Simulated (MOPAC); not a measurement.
MOPAC input (PM3):

```
PM3 1SCF CHARGE=1 GEO-OK AUX(PRECISION=9) THREADS=1
FZn

Zn   -0.00000000 1   -0.00000000 1   -0.39802834 1
F     0.00000000 1    0.00000000 1    1.32676115 1
```

Task: What heat of formation does the run end on, and which ionisation energy by Koopmans theorem?

Result: 239.46 kcal/mol; 21.49 eV.
